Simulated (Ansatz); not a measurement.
The cluster InGa2. The state is a doublet with charge 0. Geometry PBE0-D4/def2-TZVP.

```xyz
3

Ga   -0.3843   -1.1733   -0.8446
Ga    1.3168    0.5706   -0.4294
In   -0.9325    0.6027    1.2740
```

In the def2 sets In takes a core potential; there is no spin–orbit coupling. At PBE-D4/def2-SVP, PBE-D4/def2-TZVP, PBE-D4/def2-TZVPD, BLYP-D4/def2-TZVP and others the charge 0 doublet is spin-contaminated (final ⟨S²⟩ up to 1.26, 0.75 for a pure state). At PBE0-D4/def2-TZVP a quartet of charge 0 lies 0.17 eV below the doublet, each at its own geometry. The structure comes from a short search, and lower isomers may exist.

Question: Estimate the α-spin orbital energies around the gap (eV) in Ansatz with PBE-D4/def2-SVP, PBE-D4/def2-TZVP, PBE-D4/def2-TZVPD, BLYP-D4/def2-TZVP, PBE0-D4/def2-SVP.

Answer: 
```tsv
orbital	PBE-D4/def2-SVP	PBE-D4/def2-TZVP	PBE-D4/def2-TZVPD	BLYP-D4/def2-TZVP	PBE0-D4/def2-SVP
HOMO−13	-19.82	-19.70	-19.72	-19.62	-23.15
HOMO−12	-19.80	-19.68	-19.69	-19.61	-23.12
HOMO−11	-19.73	-19.60	-19.62	-19.53	-23.06
HOMO−10	-19.69	-19.57	-19.58	-19.49	-23.01
HOMO−9	-18.71	-18.61	-18.63	-18.44	-21.27
HOMO−8	-18.70	-18.60	-18.62	-18.44	-21.26
HOMO−7	-18.64	-18.56	-18.57	-18.37	-21.22
HOMO−6	-18.57	-18.49	-18.50	-18.30	-21.16
HOMO−5	-18.54	-18.45	-18.47	-18.28	-21.12
HOMO−4	-11.31	-11.26	-11.27	-11.10	-12.76
HOMO−3	-8.04	-8.01	-8.02	-7.88	-9.01
HOMO−2	-7.69	-7.66	-7.68	-7.59	-8.48
HOMO−1	-4.28	-4.25	-4.27	-4.04	-5.01
HOMO	-4.07	-4.06	-4.07	-3.83	-4.78
LUMO	-3.59	-3.56	-3.57	-3.43	-2.87
LUMO+1	-3.34	-3.32	-3.34	-3.17	-2.76
LUMO+2	-1.79	-1.79	-1.82	-1.65	-1.23
LUMO+3	-1.34	-1.35	-1.40	-1.23	-0.69
LUMO+4	-0.17	-0.24	-0.46	-0.14	0.54
LUMO+5	-0.03	-0.22	-0.36	-0.11	0.56
β HOMO	-3.96	-3.95	-3.97	-3.75	-4.68
β LUMO	-3.62	-3.58	-3.60	-3.52	-2.95
```
